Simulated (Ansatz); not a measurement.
A structure relaxed at r2SCAN/def2-TZVP in Ansatz, charge 0, singlet:

```xyz
3

Be   -0.844    0.433    0.848
Be    0.633   -1.080    0.226
Be    0.211    0.647   -1.075
```

Question: Give its formula and point group.

Answer: the cluster Be₃ (the lowest singlet isomer of a short search). Point group D3h (tolerance 0.1 Å).

Question: Summarise the bond lengths by kind (pairs closer than 1.2 times the sum of covalent radii, bridged metal pairs left out).

Answer: 3 × Be–Be 2.20 Å.

The restricted singlet is unstable: a solution with broken spin symmetry lies lower. The structure comes from a short search, and lower isomers may exist.
